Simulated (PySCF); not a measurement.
Two species compared at the same levels of theory.

First species: C3H4O2SSi.
Atom-mapped SMILES: `[O:1]=[C:2]=[CH:3][S:4][SiH2:5][CH:6]=[O:7]` (hydrogens: H8 on C3; H9, H10 on Si5; H11 on C6)

Second species: C₃H₄O₂SSi.
Atom-mapped SMILES: `[O:1]=[CH:2][C:3](=[C:4]=[S:5])[O:6][SiH3:7]` (hydrogens: H8 on C2; H9, H10, H11 on Si7)

Levels: B3LYP/def2-SVPD for dipole moment, HOMO energy, LUMO energy, HOMO–LUMO gap, static isotropic polarisability and electronic spatial extent ⟨r²⟩ about the centre of nuclear charge; TDDFT B3LYP/def2-SVPD for lowest singlet excitation; TDA B3LYP/def2-SVPD for lowest triplet excitation (Tamm–Dancoff); GFN2-xTB for rotational constant A and rotational constant C. Geometries: GFN2-xTB. Each species is one conformer at its optimised geometry, gas phase, non-relativistic unless stated; the electronic structure was computed with PySCF and density fitting.

The conformers computed, where there is a choice (atom-mapped SMILES and torsion angles):
- `[O:1]=[C:2]=[CH:3][S:4][SiH2:5][CH:6]=[O:7]`: C2–C3–S4–Si5 -92°, C3–S4–Si5–C6 52°, S4–Si5–C6–O7 -99°
- `[O:1]=[CH:2][C:3](=[C:4]=[S:5])[O:6][SiH3:7]`: O1–C2–C3–C4 180°, C2–C3–O6–Si7 0°

Values for the first species:

```
Dipole moment                                                     : 2.21 D
HOMO energy                                                       : -6.90 eV
LUMO energy                                                       : -2.34 eV
HOMO–LUMO gap                                                     : 4.56 eV
Lowest singlet excitation                                         : 3.09 eV
Lowest triplet excitation (Tamm–Dancoff)                          : 2.43 eV
Static isotropic polarisability                                   : 89.3 au
Electronic spatial extent ⟨r²⟩ about the centre of nuclear charge : 1120 bohr²
Rotational constant A                                             : 2.096 GHz
Rotational constant C                                             : 1.005 GHz
```

(1) Estimate the same properties for the second species, and the change in each.

## Answers

(1) 
| property | first | second | second less first |
| --- | --- | --- | --- |
| dipole moment | 2.21 D | 2.59 D | +0.38 D |
| HOMO energy | -6.90 eV | -6.61 eV | +0.29 eV |
| LUMO energy | -2.34 eV | -3.51 eV | -1.17 eV |
| HOMO–LUMO gap | 4.56 eV | 3.10 eV | -1.46 eV |
| lowest singlet excitation | 3.09 eV | 1.79 eV | -1.30 eV |
| lowest triplet excitation (Tamm–Dancoff) | 2.43 eV | 1.46 eV | -0.97 eV |
| static isotropic polarisability | 89.3 au | 99.9 au | +10.6 au |
| electronic spatial extent ⟨r²⟩ about the centre of nuclear charge | 1120 bohr² | 1373 bohr² | +253 bohr² |
| rotational constant A | 2.096 GHz | 4.484 GHz | +2.388 GHz |
| rotational constant C | 1.005 GHz | 0.767 GHz | -0.238 GHz |

On the first: The vertical singlet–triplet gap S1 − T1 is 0.66 eV (TDDFT singlet less Tamm–Dancoff triplet; S1: HOMO→LUMO, weight 0.61; T1: HOMO→LUMO, weight 0.56). A dipole of 2.21 D is allowed in C1, and pure rotational transitions are dipole-allowed.

On the second: In wavenumbers S1 is 14500 cm⁻¹ (1 eV = 8065.54 cm⁻¹). A dipole of 2.59 D is allowed in Cs, and pure rotational transitions are dipole-allowed.
